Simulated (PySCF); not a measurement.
**Mayer bond orders and bond lengths**

Species: C2H6OSSi.
Atom-mapped SMILES: `[CH3:1][C:2](=[S:3])[O:4][SiH3:5]` (hydrogens: H6, H7, H8 on C1; H9, H10, H11 on Si5)

Structure used (PBE0-D3(BJ)/def2-SVP), in Å, numbered top down from 1:
```
atom  x, y, z in Å
C1    -1.7075    0.3070   -0.0488
C2    -0.2661    0.6585   -0.2074
S3     0.3022    2.0688   -0.8212
O4     0.5389   -0.2988    0.2244
Si5    2.2530   -0.0882    0.1496
H6    -1.9432    0.2482    1.0266
H7    -1.8920   -0.6926   -0.4717
H8    -2.3531    1.0517   -0.5250
H9     2.7148   -1.3825    0.7227
H10    2.7096    0.0423   -1.2577
H11    2.6836    1.0399    1.0145
```

Bond orders from the PBE0/pcSseg-1 density (PySCF). The structure is a single PBE0-D3(BJ)/def2-SVP conformer in the gas phase; no vibrational or solvent corrections.

Question: How far do the computed orders between heavy atoms stray from the drawn ones?

Answer: The largest departure is 0.246, at C2–S3 (drawn double, 1.754). Drawn single, order above 1.12: C2–O4 (1.130). Drawn single, order below 0.88: O4–Si5 (0.766).

Question: Give the Mayer order of every bond between heavy atoms, beside its length.

Answer: 
```tsv
bond	drawn as	length (Å)	Mayer order
C1–C2	single	1.492	1.003
C2–S3	double	1.640	1.754
C2–O4	single	1.323	1.130
O4–Si5	single	1.729	0.766
```

Question: And the bonds to hydrogen?

Answer: C–H: 0.94 to 0.96 (3 bonds); H–Si: 0.92 to 0.94 (3 bonds).

Question: Sum the orders of all bonds at each heavy atom with more than one neighbour and set the sums beside the valence in the SMILES.

Answer: C1 3.839 (drawn 4), C2 3.887 (drawn 4), O4 1.896 (drawn 2), Si5 3.560 (drawn 4). Orders between atoms that aren't bonded are not in these sums.

For a closed shell the Mayer order of atoms A and B is Σ (PS)μν (PS)νμ over the basis functions μ on A and ν on B, with P the density and S the overlap matrix.
